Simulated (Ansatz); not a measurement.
`C[N](C)[Ta](=[O])([N](C)C)[N](C)C`. Charge 0, multiplicity 1. Ta: def2 effective core potential. All single points use the PBE0-D4/def2-TZVP geometry. It is one conformer, not always the lowest.

```xyz
29

C     2.088   -2.098   -1.279
N     0.868   -1.446   -0.865
C    -0.299   -2.250   -1.134
Ta    0.731    0.387   -0.082
O     2.253    1.189   -0.255
N    -0.672    1.432   -1.045
C    -0.432    2.529   -1.954
C    -2.079    1.187   -0.847
N     0.275    0.263    1.859
C     0.960    0.945    2.932
C    -0.776   -0.597    2.342
H     2.068   -2.335   -2.353
H     2.238   -3.042   -0.737
H     2.949   -1.456   -1.090
H    -1.219   -1.729   -0.851
H    -0.383   -2.490   -2.203
H    -0.273   -3.200   -0.582
H    -0.899    3.456   -1.591
H     0.638    2.709   -2.063
H    -0.848    2.319   -2.949
H    -2.248    0.379   -0.127
H    -2.579    0.904   -1.784
H    -2.591    2.077   -0.454
H     0.272    1.591    3.496
H     1.396    0.229    3.644
H     1.766    1.566    2.540
H    -1.261   -1.137    1.523
H    -1.555   -0.030    2.871
H    -0.387   -1.355    3.038
```

Question: What is the dipole moment at B3LYP/def2-TZVPP? (An estimate is asked.)

Answer: Computed: 3.68 D, with components (-3.24, -1.71, 0.37) D in this frame, pointing from negative to positive charge.

Question: And with PBE, r2SCAN, ωB97M-V? (An estimate is asked.)

Answer: The calculation gave: PBE 3.47 D, r2SCAN 3.60 D, ωB97M-V 3.71 D.

Question: Give the Mulliken charges with B3LYP, ωB97M-V, r2SCAN in def2-TZVPP. (Estimate.)

Answer: Ansatz gave: 
```
atom  B3LYP  ωB97M-V  r2SCAN
  C1  -0.16    -0.21   -0.03
  N2  -0.26    -0.27   -0.28
  C3  -0.15    -0.22   -0.02
 Ta4   0.60     0.54    0.59
  O5  -0.43    -0.40   -0.44
  N6  -0.26    -0.27   -0.28
  C7  -0.16    -0.21   -0.03
  C8  -0.15    -0.22   -0.02
  N9  -0.26    -0.27   -0.28
 C10  -0.16    -0.21   -0.03
 C11  -0.15    -0.22   -0.02
 H12   0.08     0.11    0.04
 H13   0.08     0.11    0.04
 H14   0.10     0.11    0.06
 H15   0.07     0.08    0.03
 H16   0.09     0.12    0.05
 H17   0.09     0.12    0.05
 H18   0.08     0.11    0.04
 H19   0.10     0.11    0.06
 H20   0.08     0.11    0.04
 H21   0.07     0.08    0.03
 H22   0.09     0.12    0.05
 H23   0.09     0.12    0.05
 H24   0.08     0.11    0.04
 H25   0.08     0.11    0.04
 H26   0.10     0.11    0.06
 H27   0.07     0.08    0.03
 H28   0.09     0.12    0.05
 H29   0.09     0.12    0.05
```

B3LYP here is the variant with VWN-RPA as its local correlation; programs differ in this.
